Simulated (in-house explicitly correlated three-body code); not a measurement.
Computed with an exponentially correlated three-body code. Model: two electrons around a point charge, non-relativistic, variational in 260 exponentially correlated functions (energies converged to about 1e-7 hartree, or 1e-8 relative for large Z).

Command:
```bash
python run_hyl.py task.json out
```
Settings (lengths in bohr, energies in hartree):
```
Z                      4
nuclear_mass           500
interaction_strength   1
functions              260
states_tried           13
```

Time taken, with all properties: 67 s on 1 thread of Arm Neoverse N1, with other jobs on the host.

**Those bound S and P states to n = 4 that converged, binding against the one-electron ion.**

Given: nuclear charge 4; mass of the centre 500 electron masses.

Computed: one-electron threshold -7.98403194 hartree.

| term | energy (hartree) | binding (eV) |
| --- | --- | --- |
| 1 1S | -13.6274818 | 153.57 |
| 2 3S | -9.27855482 | 35.226 |
| 2 1S | -9.16647776 | 32.176 |
| 2 3P | ? | ? |
| 2 1P | ? | ? |
| 3 3S | -8.52989763 | 14.854 |
| 3 1S | -8.50029369 | 14.048 |
| 3 3P | -8.49795841 | 13.985 |
| 3 1P | -8.47866778 | 13.46 |
| 4 3S | -8.28388207 | 8.1593 |
| 4 1S | -8.2719433 | 7.8345 |
| 4 3P | -8.27096027 | 7.8077 |
| 4 1P | -8.26292238 | 7.589 |

(1) What belongs in the row 2 3P?

(2) What belongs in the row 2 1P?

**Converged states only, values per electron or pair.**

| term | mean r (bohr) | mean r squared (bohr²) | mean inverse r (1/bohr) | mean r12 (bohr) | mean inverse r12 (1/bohr) | mean cosine | mean p1 dot p2 (bohr⁻²) | delta r1 (bohr⁻³) | delta r12 (bohr⁻³) |
| --- | --- | --- | --- | --- | --- | --- | --- | --- | --- |
| 1 1S | 0.41513 | 0.23303 | 3.6803 | 0.61979 | 2.1871 | -0.032188 | 0.40894 | 17.095 | 1.5147 |
| 2 3S | 1.0658 | 1.8895 | 2.401 | 1.814 | 0.65091 | -0.0097796 | 0.026543 | 10.897 | - |
| 2 1S | 1.1421 | 2.2168 | 2.3796 | 1.9519 | 0.70401 | -0.012898 | 0.029196 | 10.796 | 0.21295 |
| 2 3P | ? | ? | ? | ? | ? | ? | ? | ? | - |
| 2 1P | 1.037 | 1.8222 | 2.3657 | 1.7341 | 0.74328 | 0.023059 | 0.613 | 10.152 | 0.040739 |
| 3 3S | 2.2543 | 9.7893 | 2.1709 | 4.1566 | 0.30758 | -0.0029973 | 0.0066963 | 10.339 | - |
| 3 1S | 2.3678 | 10.892 | 2.1652 | 4.3801 | 0.32122 | -0.0040259 | 0.0081279 | 10.318 | 0.062514 |
| 3 3P | 2.2102 | 9.5263 | 2.1657 | 4.0728 | 0.32968 | -0.015913 | -0.17555 | 10.089 | - |
| 3 1P | ? | ? | ? | ? | ? | ? | ? | ? | ? |
| 4 3S | 3.9437 | 31.828 | 2.0931 | 7.5246 | 0.17717 | -0.0012437 | 0.0024406 | 10.212 | - |
| 4 1S | 4.0957 | 34.46 | 2.0908 | 7.8271 | 0.18254 | -0.001701 | 0.0031533 | 10.205 | 0.026114 |
| 4 3P | 3.942 | 32.077 | 2.091 | 7.523 | 0.18579 | -0.0063622 | -0.069612 | 10.111 | - |
| 4 1P | 4.0539 | 34.001 | 2.0891 | 7.7428 | 0.187 | 0.0025237 | 0.070293 | 10.127 | 0.0060018 |

(3) What belongs in the row 2 3P?

(4) What belongs in the row 3 1P?

Results:

(1) energy (hartree): -9.1580728; binding (eV): 31.947.

(2) energy (hartree): -9.09135442; binding (eV): 30.132.

(3) mean r (bohr): 0.97879; mean r squared (bohr²): 1.6021; mean inverse r (1/bohr): 2.3821; mean r12 (bohr): 1.6583; mean inverse r12 (1/bohr): 0.74095; mean cosine: -0.061943; mean p1 dot p2 (bohr⁻²): -0.70962; delta r1 (bohr⁻³): 9.9862.

(4) mean r (bohr): 2.2945; mean r squared (bohr²): 10.319; mean inverse r (1/bohr): 2.1612; mean r12 (bohr): 4.2315; mean inverse r12 (1/bohr): 0.33207; mean cosine: 0.006183; mean p1 dot p2 (bohr⁻²): 0.1709; delta r1 (bohr⁻³): 10.13; delta r12 (bohr⁻³): 0.013685.
